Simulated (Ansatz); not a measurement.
Ansatz (an electronic-structure program) input:

Ansatz 0.2 input:
```yaml
crystal:
  periodic: [false, false, false]
  atoms:
    - {symbol: Si, position_ang: [0.22323372, 0.43020798, -0.07683265]}
    - {symbol: Cl, position_ang: [0.21119993, 1.48682834, -1.79750458]}
    - {symbol: Cl, position_ang: [0.08537908, 1.65778971, 1.53547614]}
    - {symbol: N, position_ang: [1.55721868, -0.58704646, -0.10880867]}
    - {symbol: N, position_ang: [-1.27927796, -0.44041376, -0.08857466]}
    - {symbol: H, position_ang: [2.26393294, -0.67732632, 0.60116123]}
    - {symbol: H, position_ang: [-1.54542092, -0.94475632, -0.91797618]}
    - {symbol: H, position_ang: [-1.58702625, -0.91923156, 0.74177898]}
basis:
  gaussian:
    orbitals: def2-TZVP
hamiltonian:
  xc: b3lyp
  dispersion: d3bj
magnetization: {spin_polarized: true, initial_magnetization: 1}
relax: {f_tol: 0.002, max_steps: 150}
```

Problem. Which total energy does the run end on?

Solution. -1321.45515 Eh (B3LYP-D3(BJ)/def2-TZVP). The basis has 191 functions.

It need not be the lowest isomer of its formula.
